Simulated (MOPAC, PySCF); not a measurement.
C$_{4}$H$_{7}$NSi, SMILES `N#CC/C=C/[SiH3]`, neutral singlet in the gas phase. 

Cartesian coordinates (Å):
```xyz
13

N     -3.2126     1.5838    -1.3717
C     -2.6030     0.7630    -0.8460
C     -1.8099    -0.2644    -0.1740
C     -0.3708     0.1556     0.0082
C      0.6753    -0.5475    -0.4168
Si     2.4445    -0.0204    -0.1590
H     -2.2710    -0.4562     0.8007
H     -1.8699    -1.1904    -0.7489
H     -0.2298     1.0963     0.5327
H      0.4817    -1.4784    -0.9475
H      3.1780    -1.0467     0.6202
H      2.4584     1.2656     0.5753
H      3.1291     0.1396    -1.4638
```
Charge 0, multiplicity 1.

All levels are single points at this geometry (B3LYP-D3(BJ)/def2-TZVP); Pople sets use spherical d functions. Orbital energies aren't observables, and empty levels follow the basis.

| level | HOMO (eV) | LUMO (eV) | gap (eV) | dipole (D) | vertical IE, Delta-SCF (eV) |
|---|---|---|---|---|---|
| M06-2X/def2-TZVP in PySCF | -9.49 | 0.01 | 9.51 | 3.77 | 10.41 |
| B3LYP/3-21G in PySCF | -7.79 | -0.51 | 7.28 | 3.32 | – |
| B3LYP/6-31G* in PySCF | -7.80 | -0.70 | 7.10 | 3.52 | 10.03 |
| B3LYP/LANL2DZ in PySCF | -7.88 | -0.72 | 7.15 | 3.78 | – |
| SVWN5/6-31G* in PySCF | -7.01 | -1.71 | 5.30 | 3.54 | 9.90 |
| PM3 in MOPAC | -10.24 | 0.34 | 10.57 | 3.30 | – |
